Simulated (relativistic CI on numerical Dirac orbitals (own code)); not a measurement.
**d1 to d9 in one octahedral field**

Computed with a parametric ligand-field model without spin-orbit coupling, by exact diagonalisation: B = 740, C = 3360, 10Dq = 24900 cm⁻¹ (Oh; |10Dq|/B = 33.6) for every shell. Energies in cm⁻¹; the field energy is (0.6 n_e − 0.4 n_t2) × 10Dq of the ground term; g labels are left out.

```tsv
Shell	Ground term	Electrons in e	Field energy	First spin-allowed bands	Lowest term of other spin
d1	2T2	0.000	-9960	2E 24900	
d2	3T1	0.019	-19455	3T2 23293, 3T1 32785	1T2 11504
d3	4A2	0.000	-29880	4T2 24900, 4T1 32757	2E 15709
d4	3T1	0.030	-39082	3E 21937, 3T1 22808	5E 4745
d5	2T2	0.054	-48450	2A2 21035, 2T1 21284	6A1 7240
d6	1A1	0.042	-58721	1T1 22699, 1T2 32475	3T1 15522
d7	?	?	?	?	?
d8	3A2	2.000	-29880	3T2 24900, 3T1 32757	1E 12510
d9	2E	3.000	-14940	2T2 24900
```

Fill in the row of d7.

Ground term: 2E; Electrons in e: 1.030; Field energy: -44072; First spin-allowed bands: 2T1 22515, 2T2 23284; Lowest term of other spin: 4T1 8963. Low spin: d4, d5, d6, d7; the other shells keep the spin of the free ion. Only d4 to d7 can choose; the field needed to pair spins is smallest for d6 and largest for d5, which loses most exchange energy. In the strong-field picture 10Dq must exceed about 6B + 5C = 21240 (d4), 7.5B + 5C = 22350 (d5), 2.5B + 4C = 15290 (d6) and 4B + 4C = 16400 (d7); mixing of terms shifts these bounds somewhat.
